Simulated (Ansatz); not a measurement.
Ansatz (a quantum-chemistry and plane-wave program) input (B3LYP-D3(BJ)/def2-TZVP):

Ansatz 0.2 input:
```yaml
crystal:
  periodic: [false, false, false]
  atoms:
    - {symbol: Sn, position_ang: [0.01039522, 0.00251380, 0.47326224]}
    - {symbol: Cl, position_ang: [1.25327941, 1.52348784, -0.73194987]}
    - {symbol: Cl, position_ang: [-1.28385359, -1.53088138, -0.65999790]}
basis:
  gaussian:
    orbitals: def2-TZVP
hamiltonian:
  xc: b3lyp
  dispersion: d3bj
total_charge: 1
magnetization: {spin_polarized: true, initial_magnetization: 1}
phonons: {temperatures: {t_min: 298.15, t_max: 298.15, t_step: 100}}
```

Output:

```
Functional definition: B3LYP
integrals: 0.05 GiB planned
958 factors; their error is unknown
mean field: 0.65 GiB planned
mean field evaluation 1: about -30867.7399 eV, gradient 3.3e1 eV
mean field evaluation 2: about -30844.1138 eV, gradient 7.3e1 eV
mean field evaluation 4: about -30873.4376 eV, gradient 4.1e0 eV
mean field evaluation 8: about -30873.6474 eV, gradient 1.3e-1 eV
mean field evaluation 16: about -30873.6475 eV, gradient 1.2e-4 eV
mean field -30873.64745978 eV, -1134.5856172369 hartree, gradient 2.0e-5 eV, S^2 0.755931; 0 other end points of the search recorded, 0 dependent functions left out
the calculation of the forces begins
reference -30873.64769039 eV, -1134.5856257119 hartree; 28, 27 occupied and 96, 97 virtual orbitals, 958 factors
these checks for a lower state are left out or cut short: stability, starts, cluster_reference, orbital_swaps, neighbouring_geometries, increment
integrals: 0.05 GiB planned
958 factors; their error is unknown
mean field: 0.65 GiB planned
mean field -30873.64743794 eV, -1134.5856164344 hartree, gradient 1.8e-6 eV, S^2 0.755945; 0 other end points of the search recorded, 0 dependent functions left out
the calculation of the forces begins
reference -30873.64766857 eV, -1134.5856249100 hartree; 28, 27 occupied and 96, 97 virtual orbitals, 958 factors
these checks for a lower state are left out or cut short: stability, starts, cluster_reference, orbital_swaps, neighbouring_geometries, increment
integrals: 0.05 GiB planned
958 factors; their error is unknown
mean field: 0.65 GiB planned
mean field evaluation 32: about -30873.6474 eV, gradient 1.3e-6 eV
mean field -30873.64742745 eV, -1134.5856160489 hartree, gradient 1.2e-6 eV, S^2 0.755916; 0 other end points of the search recorded, 0 dependent functions left out
the calculation of the forces begins
reference -30873.64765805 eV, -1134.5856245232 hartree; 28, 27 occupied and 96, 97 virtual orbitals, 958 factors
these checks for a lower state are left out or cut short: stability, starts, cluster_reference, orbital_swaps, neighbouring_geometries, increment
integrals: 0.05 GiB planned
958 factors; their error is unknown
mean field: 0.65 GiB planned
mean field -30873.64750156 eV, -1134.5856187723 hartree, gradient 1.2e-6 eV, S^2 0.755950; 0 other end points of the search recorded, 0 dependent functions left out
the calculation of the forces begins
reference -30873.64773222 eV, -1134.5856272489 hartree; 28, 27 occupied and 96, 97 virtual orbitals, 958 factors
these checks for a lower state are left out or cut short: stability, starts, cluster_reference, orbital_swaps, neighbouring_geometries, increment
integrals: 0.05 GiB planned
958 factors; their error is unknown
mean field: 0.65 GiB planned
mean field -30873.64735963 eV, -1134.5856135566 hartree, gradient 2.2e-6 eV, S^2 0.755911; 0 other end points of the search recorded, 0 dependent functions left out
the calculation of the forces begins
reference -30873.64759020 eV, -1134.5856220298 hartree; 28, 27 occupied and 96, 97 virtual orbitals, 958 factors
these checks for a lower state are left out or cut short: stability, starts, cluster_reference, orbital_swaps, neighbouring_geometries, increment
integrals: 0.05 GiB planned
958 factors; their error is unknown
mean field: 0.65 GiB planned
mean field -30873.64744992 eV, -1134.5856168749 hartree, gradient 1.3e-6 eV, S^2 0.755922; 0 other end points of the search recorded, 0 dependent functions left out
the calculation of the forces begins
reference -30873.64768053 eV, -1134.5856253494 hartree; 28, 27 occupied and 96, 97 virtual orbitals, 958 factors
these checks for a lower state are left out or cut short: stability, starts, cluster_reference, orbital_swaps, neighbouring_geometries, increment
integrals: 0.05 GiB planned
958 factors; their error is unknown
mean field: 0.65 GiB planned
mean field -30873.64745805 eV, -1134.5856171736 hartree, gradient 2.4e-6 eV, S^2 0.755940; 0 other end points of the search recorded, 0 dependent functions left out
the calculation of the forces begins
reference -30873.64768868 eV, -1134.5856256490 hartree; 28, 27 occupied and 96, 97 virtual orbitals, 958 factors
Total energy: -30873.83238602 eV, -1134.5924131511 hartree
Atom 0 at     0.010395     0.002514     0.473262 Å, force     0.000002     0.000001     0.000106 eV/Å
Atom 1 at     1.253279     1.523488    -0.731950 Å, force     0.000772     0.000930    -0.000075 eV/Å
Atom 2 at    -1.283854    -1.530881    -0.659998 Å, force    -0.000774    -0.000931    -0.000031 eV/Å
Dipole moment:     0.008582     0.002075     0.390690 e Å
Vibrations: 87.66 340.56 369.00 cm⁻¹, zero-point energy 0.049421 eV
```
